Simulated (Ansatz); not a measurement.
Input file for Ansatz (a quantum-chemistry and plane-wave program): R-PBE/def2-TZVPPD on CH4OSe (SMILES CO[SeH]). Files ending in .json are basis or fitting sets from the Basis Set Exchange.

Ansatz 0.2 input:
```yaml
crystal:
  periodic: [false, false, false]
  atoms:
    - {symbol: C, position_ang: [1.83532536, 0.80634668, 0.80194210]}
    - {symbol: O, position_ang: [0.43781968, 0.76896645, 0.52308322]}
    - {symbol: Se, position_ang: [-0.24134642, -0.88502539, 0.22623493]}
    - {symbol: H, position_ang: [2.09295559, 0.17888515, 1.65841008]}
    - {symbol: H, position_ang: [2.06492450, 1.84779556, 1.03215612]}
    - {symbol: H, position_ang: [2.42249826, 0.48972677, -0.06533730]}
    - {symbol: H, position_ang: [0.16878994, -0.97806809, -1.19631955]}
basis:
  gaussian:
    orbitals: def2-TZVPPD.json
hamiltonian:
  xc: {name: PBE}
scf: {lower_state_search: off}
```

Problem. Predict the final total energy.

Solution. -2516.8065 hartree.
